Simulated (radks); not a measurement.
Valence configurations of Ni II (all share [Ar]). All-electron calculation, non-relativistic Kohn-Sham, PBE, spin-polarised, spherical densities, point nucleus; open shells are filled with parallel spins first. Program: a radial shooting solver on a logarithmic mesh with Libxc functionals. Energies are relative to 3d9; eigenvalues in eV for spin up.

| valence | E (eV) | moment (Bohr magnetons) | e(3d) | e(4p) | e(4s) |
|---|---|---|---|---|---|
| 3d9 | 0.000 | 1 | -13.487 | - | - |
| 3d8.5 4s0.5 | 0.808 | 2 | -16.160 | - | -12.493 |
| 3d8 4s1 | 2.141 | 3 | -19.116 | - | -13.599 |
| 3d8.5 4p0.5 | 3.419 | 2 | -16.923 | -7.706 | - |
| 3d8 4p1 | 7.733 | 3 | -20.604 | -8.829 | - |
| 3d7 4s2 | 8.553 | 3 | -25.855 | - | -15.073 |
| 3d7 4s1 4p1 | 13.137 | 5 | -27.232 | -10.237 | -16.568 |
| 3d7 4p2 | 19.508 | 5 | -28.602 | -10.898 | - |
| 3d6 4s2 4p1 | 24.698 | 5 | -34.970 | -11.228 | -18.133 |
| 3d5 4s1 4p3 | 50.251 | 9 | -45.559 | -14.093 | -21.894 |

NIST lists [Ar] 3d9 as the ground configuration; this level of theory agrees among the configurations tried. The energies are those of spherical high-spin densities, not of single terms.
